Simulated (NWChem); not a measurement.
System: C3H8N, doublet; SMILES C[C](C)N

Parts of the log:

```
             Northwest Computational Chemistry Package (NWChem) 7.3.0
             --------------------------------------------------------

 CS  symmetry detected

                             Geometry "geometry" -> ""
                             -------------------------

 Output coordinates in angstroms (scale by  1.889725989 to convert to a.u.)

  No.       Tag          Charge          X              Y              Z
 ---- ---------------- ---------- -------------- -------------- --------------
    1 C                    6.0000    -0.69003247    -0.01373923     1.30378302
    2 C                    6.0000     0.01202880     0.15612524     0.00000000
    3 C                    6.0000    -0.69003247    -0.01373923    -1.30378302
    4 N                    7.0000     1.41228114     0.04826497     0.00000000
    5 H                    1.0000    -1.73254290     0.35902516     1.25236188
    6 H                    1.0000    -0.74769195    -1.08546188     1.64317874
    7 H                    1.0000    -0.17953168     0.54182486     2.12200160
    8 H                    1.0000    -1.73254290     0.35902516    -1.25236188
    9 H                    1.0000    -0.17953168     0.54182486    -2.12200160
   10 H                    1.0000    -0.74769195    -1.08546188    -1.64317874
   11 H                    1.0000     1.82089095    -0.37025585    -0.84199911
   12 H                    1.0000     1.82089095    -0.37025585     0.84199911

 Effective nuclear repulsion energy (a.u.)     126.0934792882

      Symmetry information
      --------------------

 Group name             Cs
 Group number              2
 Group order               2
 No. of unique centers     7

                                 NWChem DFT Module
                                 -----------------

 Summary of "ao basis" -> "ao basis" (spherical)
 ------------------------------------------------------------------------------
       Tag                 Description            Shells   Functions and Types
 ---------------- ------------------------------  ------  ---------------------
 C                          def2-svp                 6       14   3s2p1d
 N                          def2-svp                 6       14   3s2p1d
 H                          def2-svp                 3        5   2s1p

      Symmetry analysis of basis
      --------------------------

        a'         54
        a"         42

            General Information
            -------------------
          SCF calculation type: DFT
          Wavefunction type:  spin polarized.
          No. of atoms     :    12
          No. of electrons :    33
           Alpha electrons :    17
            Beta electrons :    16
          Charge           :     0
          Spin multiplicity:     2
          Use of symmetry is: on ; symmetry adaption is: on
          Maximum number of iterations: 150
          AO basis - number of functions:    96
                     number of shells:    48
          Convergence on energy requested:  1.00D-06
          Convergence on density requested:  1.00D-05
          Convergence on gradient requested:  5.00D-04

              XC Information
              --------------
                  TPSS metaGGA Exchange Functional  1.000
             TPSS03 metaGGA Correlation Functional  1.000

             Grid Information
             ----------------
          Grid used for XC integration:  medium
          Radial quadrature: Mura-Knowles
          Angular quadrature: Lebedev.
          Tag              B.-S. Rad. Rad. Pts. Rad. Cut. Ang. Pts.
          ---              ---------- --------- --------- ---------
          C                   0.70       49          10.0       434
          N                   0.65       49          10.0       434
          H                   0.35       45          11.0       434
          Grid pruning is: on
          Number of quadrature shells:   327
          Spatial weights used:  Erf1

      Superposition of Atomic Density Guess
      -------------------------------------

 Sum of atomic energies:        -171.11284524

      Non-variational initial energy
      ------------------------------

 Total energy =    -173.697917
 1-e energy   =    -478.212365
 2-e energy   =     178.420969
 HOMO         =      -0.061567
 LUMO         =       0.088040

   Symmetry analysis of molecular orbitals - initial alpha
   -------------------------------------------------------

  Numbering of irreducible representations:

     1 a'          2 a"

  Orbital symmetries:

     1 a'          2 a'          3 a"          4 a'          5 a'
     6 a'          7 a"          8 a'          9 a"         10 a'
    11 a'         12 a"         13 a'         14 a"         15 a"
    16 a'         17 a'         18 a'         19 a'         20 a"
    21 a'         22 a"         23 a'         24 a"         25 a"
    26 a'         27 a'

   Symmetry analysis of molecular orbitals - initial beta
   ------------------------------------------------------

  Numbering of irreducible representations:

     1 a'          2 a"

  Orbital symmetries:

     1 a'          2 a'          3 a"          4 a'          5 a'
     6 a'          7 a"          8 a'          9 a"         10 a'
    11 a'         12 a"         13 a'         14 a"         15 a"
    16 a'         17 a'         18 a'         19 a'         20 a"
    21 a'         22 a"         23 a'         24 a"         25 a"
    26 a'         27 a'

   convergence    iter        energy       DeltaE   RMS-Dens  Diis-err
 ---------------- ----- ----------------- --------- --------- ---------
 d= 0,ls=0.0,diis     1   -173.6930758163 -3.00D+02  4.23D-03  7.82D-02
                                                     3.90D-03  7.25D-02
 d= 0,ls=0.0,diis     2   -173.7271931720 -3.41D-02  2.55D-03  2.65D-02
                                                     2.04D-03  2.69D-02
 d= 0,ls=0.0,diis     3   -173.7311613733 -3.97D-03  1.08D-03  1.99D-02
                                                     8.86D-04  1.89D-02
 d= 0,ls=0.0,diis     4   -173.7395261776 -8.36D-03  3.13D-04  4.23D-04
                                                     2.15D-04  3.87D-04
 d= 0,ls=0.0,diis     5   -173.7397121999 -1.86D-04  9.69D-05  5.14D-05
                                                     6.54D-05  5.44D-05
  Resetting Diis
 d= 0,ls=0.0,diis     6   -173.7397411414 -2.89D-05  4.09D-05  4.50D-06
                                                     2.53D-05  3.64D-06
 d= 0,ls=0.0,diis     7   -173.7397436733 -2.53D-06  3.03D-05  7.61D-07
                                                     1.30D-05  4.62D-07
 d= 0,ls=0.0,diis     8   -173.7397436079  6.55D-08  1.46D-05  8.82D-07
                                                     8.42D-06  9.25D-07
 d= 0,ls=0.0,diis     9   -173.7397440761 -4.68D-07  3.67D-06  3.78D-08
                                                     2.00D-06  2.01D-08

         Total DFT energy =     -173.739744076108
      One electron energy =     -482.585408572950
           Coulomb energy =      208.908432849479
    Exchange-Corr. energy =      -26.156247640878
 Nuclear repulsion energy =      126.093479288241

 Numeric. integr. density =       33.000007531404

                  Occupations of the irreducible representations
                  ----------------------------------------------

                     irrep           alpha         beta
                     --------     --------     --------
                     a'               11.0         10.0
                     a"                6.0          6.0

                    DFT Final Alpha Molecular Orbital Analysis
                    ------------------------------------------

 Vector   15  Occ=1.000000D+00  E=-3.102838D-01  Symmetry=a"
              MO Center= -3.4D-01,  1.4D-01, -4.7D-15, r^2= 3.1D+00
   Bfn.  Coefficient  Atom+Function         Bfn.  Coefficient  Atom+Function
  ----- ------------  ---------------      ----- ------------  ---------------
    20     -0.335951   2 C  pz                6      0.327790   1 C  pz
    34      0.327790   3 C  pz               67      0.227652   7 H  s
    77     -0.227652   9 H  s                 9      0.154163   1 C  pz
    37      0.154163   3 C  pz               68      0.126166   7 H  s
    78     -0.126166   9 H  s                 3     -0.102469   1 C  s

 Vector   16  Occ=1.000000D+00  E=-2.571417D-01  Symmetry=a'
              MO Center=  8.2D-01,  9.1D-02,  5.4D-16, r^2= 2.3D+00
   Bfn.  Coefficient  Atom+Function         Bfn.  Coefficient  Atom+Function
  ----- ------------  ---------------      ----- ------------  ---------------
    47      0.442402   4 N  py               50     -0.322607   4 N  py
    19     -0.236250   2 C  py               46      0.210758   4 N  px
    49     -0.172989   4 N  px               22     -0.167761   2 C  py
    62     -0.130332   6 H  s                82     -0.130332  10 H  s
     5      0.115825   1 C  py               33      0.115825   3 C  py

 Vector   17  Occ=1.000000D+00  E=-9.162801D-02  Symmetry=a'
              MO Center=  2.7D-01,  1.1D-01, -8.7D-16, r^2= 2.5D+00
   Bfn.  Coefficient  Atom+Function         Bfn.  Coefficient  Atom+Function
  ----- ------------  ---------------      ----- ------------  ---------------
    19      0.537803   2 C  py               22      0.463531   2 C  py
    50     -0.306619   4 N  py               47      0.299484   4 N  py
    63      0.277762   6 H  s                83      0.277762  10 H  s
    17      0.222776   2 C  s                45     -0.208834   4 N  s
    62      0.153099   6 H  s                82      0.153099  10 H  s

 Vector   18  Occ=0.000000D+00  E= 3.832485D-02  Symmetry=a'
              MO Center=  5.8D-01, -2.7D-01, -1.8D-16, r^2= 7.1D+00
   Bfn.  Coefficient  Atom+Function         Bfn.  Coefficient  Atom+Function
  ----- ------------  ---------------      ----- ------------  ---------------
     3      1.160297   1 C  s                31      1.160297   3 C  s
    45      0.948001   4 N  s                88     -0.707491  11 H  s
    93     -0.707491  12 H  s                58     -0.575676   5 H  s
    73     -0.575676   8 H  s                68     -0.507764   7 H  s
    78     -0.507764   9 H  s                63     -0.442903   6 H  s

 Vector   19  Occ=0.000000D+00  E= 8.207132D-02  Symmetry=a'
              MO Center=  2.8D-01, -4.2D-01, -2.2D-16, r^2= 7.8D+00
   Bfn.  Coefficient  Atom+Function         Bfn.  Coefficient  Atom+Function
  ----- ------------  ---------------      ----- ------------  ---------------
     3      1.574681   1 C  s                31      1.574681   3 C  s
    45     -0.854769   4 N  s                63     -0.808193   6 H  s
    83     -0.808193  10 H  s                88      0.723476  11 H  s
    93      0.723476  12 H  s                17     -0.685027   2 C  s
    68     -0.663714   7 H  s                78     -0.663714   9 H  s

 Vector   20  Occ=0.000000D+00  E= 8.640140D-02  Symmetry=a"
              MO Center=  4.1D-01, -3.3D-01, -1.5D-14, r^2= 7.7D+00
   Bfn.  Coefficient  Atom+Function         Bfn.  Coefficient  Atom+Function
  ----- ------------  ---------------      ----- ------------  ---------------
     3      1.401515   1 C  s                31     -1.401515   3 C  s
    63     -0.799050   6 H  s                68     -0.796403   7 H  s
    78      0.796403   9 H  s                83      0.799050  10 H  s
    88      0.742603  11 H  s                93     -0.742603  12 H  s
    51      0.448040   4 N  pz                9      0.363614   1 C  pz

                     DFT Final Beta Molecular Orbital Analysis
                     -----------------------------------------

 Vector   14  Occ=1.000000D+00  E=-3.306585D-01  Symmetry=a'
              MO Center= -4.9D-01,  1.2D-01,  3.9D-14, r^2= 3.3D+00
   Bfn.  Coefficient  Atom+Function         Bfn.  Coefficient  Atom+Function
  ----- ------------  ---------------      ----- ------------  ---------------
     4      0.274958   1 C  px               32      0.274958   3 C  px
    46     -0.221754   4 N  px               18     -0.216586   2 C  px
    57     -0.215383   5 H  s                72     -0.215383   8 H  s
    67      0.148239   7 H  s                77      0.148239   9 H  s
    45     -0.139319   4 N  s                 7      0.115748   1 C  px

 Vector   15  Occ=1.000000D+00  E=-3.066896D-01  Symmetry=a"
              MO Center= -3.4D-01,  1.2D-01,  2.7D-15, r^2= 3.0D+00
   Bfn.  Coefficient  Atom+Function         Bfn.  Coefficient  Atom+Function
  ----- ------------  ---------------      ----- ------------  ---------------
     6      0.335814   1 C  pz               34      0.335814   3 C  pz
    20     -0.333917   2 C  pz               67      0.218663   7 H  s
    77     -0.218663   9 H  s                 9      0.160559   1 C  pz
    37      0.160559   3 C  pz               68      0.123172   7 H  s
    78     -0.123172   9 H  s                 3     -0.109546   1 C  s

 Vector   16  Occ=1.000000D+00  E=-2.317126D-01  Symmetry=a'
              MO Center=  1.0D+00,  1.3D-01, -7.6D-16, r^2= 1.8D+00
   Bfn.  Coefficient  Atom+Function         Bfn.  Coefficient  Atom+Function
  ----- ------------  ---------------      ----- ------------  ---------------
    47      0.474518   4 N  py               50     -0.368121   4 N  py
    46      0.205942   4 N  px               19     -0.185805   2 C  py
    49     -0.175197   4 N  px               22     -0.153963   2 C  py
    44     -0.106298   4 N  s                45     -0.104497   4 N  s
    62     -0.096767   6 H  s                82     -0.096767  10 H  s

 Vector   17  Occ=0.000000D+00  E=-2.083179D-02  Symmetry=a'
              MO Center=  1.2D-01,  4.1D-02, -4.4D-15, r^2= 2.9D+00
   Bfn.  Coefficient  Atom+Function         Bfn.  Coefficient  Atom+Function
  ----- ------------  ---------------      ----- ------------  ---------------
    22      0.503456   2 C  py               19      0.495486   2 C  py
    63      0.418569   6 H  s                83      0.418569  10 H  s
    45     -0.253274   4 N  s                50     -0.241476   4 N  py
    47      0.223242   4 N  py               68     -0.190817   7 H  s
    78     -0.190817   9 H  s                 3     -0.175884   1 C  s

[...]

                         DFT ENERGY GRADIENTS

    atom               coordinates                        gradient
                 x          y          z           x          y          z
   1 C      -1.303972  -0.025963   2.463793    0.003069   0.000952  -0.006065
   2 C       0.022731   0.295034   0.000000    0.001562  -0.000994   0.000000
   3 C      -1.303972  -0.025963  -2.463793    0.003069   0.000952   0.006065
   4 N       2.668824   0.091208   0.000000   -0.005250   0.001132   0.000000
   5 H      -3.274031   0.678459   2.366621   -0.002643   0.000831   0.000085
   6 H      -1.412933  -2.051226   3.105158   -0.000207  -0.002666   0.001068
   7 H      -0.339266   1.023901   4.010002    0.001061   0.001287   0.002274
   8 H      -3.274031   0.678459  -2.366621   -0.002643   0.000831  -0.000085
   9 H      -0.339266   1.023901  -4.010002    0.001061   0.001287  -0.002274
  10 H      -1.412933  -2.051226  -3.105158   -0.000207  -0.002666  -0.001068
  11 H       3.440985  -0.699682  -1.591148    0.000564  -0.000473  -0.001741
  12 H       3.440985  -0.699682   1.591148    0.000564  -0.000473   0.001741
```

Level: TPSS/def2-SVP, spin-unrestricted. The geometry was optimised at PBE-D3(BJ)/def2-SVP, spin-unrestricted. No stability test was run on the SCF state.

Task: Reconstruct the input file.

Result: Several could match; the one computed here: the input that was run:
```
start job
memory heap 200 mb stack 900 mb global 1100 mb
geometry units angstroms noautoz
  C     -0.685856     1.305841     0.008095
  C      0.018238     0.000010     0.151745
  C     -0.693443    -1.301714     0.008097
  N      1.413507    -0.004074    -0.008093
  H     -1.713906     1.257436     0.419429
  H     -0.782403     1.645482    -1.060749
  H     -0.152637     2.122529     0.544232
  H     -1.721250    -1.247277     0.419284
  H     -0.165066    -2.121456     0.544366
  H     -0.791814    -1.640862    -1.060736
  H      1.803809    -0.847160    -0.441637
  H      1.808741     0.836831    -0.441391
end
basis spherical
  * library def2-svp
end
dft
  odft
  mult 2
  xc xtpss03 ctpss03
  iterations 150
end
task dft gradient
```
